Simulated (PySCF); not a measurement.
## Working with the constants of OsC

PBE0 constants of OsC, triplet, unpaired electrons σ ↑, δ ↑, a mixture of terms (⟨Lz²⟩ = 5.4) (basis Os x2c-TZVPPall, C x2c-TZVPPall; spin-free X2C with a Gaussian nucleus; PySCF 2.14; masses 191.9615 and 12.0000 u):

- ωe: 1151.0 cm⁻¹
- ωexe: 5.51 cm⁻¹
- Be: 0.55415 cm⁻¹
- αe: 0.00322 cm⁻¹

(1) What force constant and bond length do these constants imply?

(2) Estimate the centrifugal constant D from the Kratzer relation and find the Dunham coefficient a1.

De is left out where the level can put another filling of the metal’s s and d shells below the measured ground configuration, by anything from nothing to about 1 eV. These are scalar-relativistic numbers at best; spin–orbit coupling would shift them, the dissociation energy most. The state is the lowest single determinant that the PBE0 search found; with open d or f shells the true ground state can be another one.

Answers

(1) Reduced mass μred = 11.294 u; k = 5.8918×10⁻⁷·μred·ωe² (u, cm⁻¹, mdyn/Å) = 8.82 mdyn/Å; Re = √(16.8576/(μred·Be)) (u, cm⁻¹, Å) = 1.641 Å.

(2) D = 4Be³/ωe² = 5.14e-07 cm⁻¹; a1 = −1 − αeωe/(6Be²) = -3.01.
